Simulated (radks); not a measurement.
Polarisabilities and homonuclear dispersion coefficients (atomic units). Code: a radial shooting solver on a logarithmic mesh with Libxc functionals. Model: scalar-relativistic Kohn-Sham, LB94 model potential, spin-unpolarised, spherical densities, finite nucleus; Fermi nuclear charge, rms radius of each element as measured or else 0.836 A^(1/3) + 0.57 fm. Response by self-consistent Sternheimer equations with the Hartree and adiabatic LDA kernel, the relativistic mass of each level held fixed and spin-orbit coupling left out. "Uncoupled" leaves out the induced potential. Quadrupole and octupole values are given only where no p, d or f shell is open.

species,configuration,alpha1 (bohr^3),"alpha1, uncoupled",alpha2 (bohr^5),alpha3 (bohr^7),C6,C8,recommended alpha1
He,[He],1.390,1.524,2.562,11.08,1.468,14.69,1.38375 +/- 2e-05
Li+,[He],0.1984,0.2123,0.1225,0.1836,0.08162,0.2793,-
Be2+,[He],0.05388,0.05680,0.01637,0.01230,0.01169,0.01988,-
B3+,[He],0.02018,0.02107,0.003628,0.001633,0.002699,0.002731,-
C4+,[He],0.009177,0.009517,0.001088,0.0003256,0.0008321,0.0005571,-
N5+,[He],0.004751,0.004903,0.0003991,0.00008506,0.0003103,0.0001468,-
O6+,[He],0.002699,0.002775,0.0001689,0.00002694,0.0001314,0.00004618,-
F7+,[He],0.001644,0.001685,0.00007959,9.853e-06,0.00006145,0.00001679,-
Ne8+,[He],0.001058,0.001081,0.00004077,4.030e-06,0.00003147,6.959e-06,-

Recommended values: Schwerdtfeger and Nagle, table of static dipole polarisabilities (2023 update), measured or computed.
